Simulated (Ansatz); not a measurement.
Consider the substitution at a C–O bond: `CBCOC` + `[OH][Sn]([OH])([Cl])[Cl]` → `C[O][Sn]([OH])([Cl])[Cl]` + `CBCO`.

Program: Ansatz. Geometries: PBE0-D4/def2-TZVP. ΔE: electronic, gas phase. CBS: MP2 limit from def2 TZ/QZ plus the TZ coupled-cluster correction, frozen cores. Functionals use def2-TZVPP. def2 core potentials past Kr. For Sn outer-core shells are correlated without core-valence functions, which leaves a few kJ/mol of doubt a bond. Each species was taken in one conformer, which may not be the lowest.

(1) Is it downhill or uphill in electronic energy at CCSD(T)/CBS, and by how much? (An estimate is asked.)

(2) What do these levels give: ωB97M-V, B2PLYP, PBE0, CCSD(T)/def2-TZVPP, HF/CBS(def2), CCSD/CBS(def2)? (Best estimate.)

Largest T1 diagnostic among the species: 0.013.

Results:

(1) Computed: Uphill: ΔE = +20.7 kJ/mol.

(2) Ansatz gave: ωB97M-V 23.2, B2PLYP 23.4, PBE0 22.9, CCSD(T)/def2-TZVPP 22.8, HF/CBS(def2) 23.1, CCSD/CBS(def2) 20.9 kJ/mol.
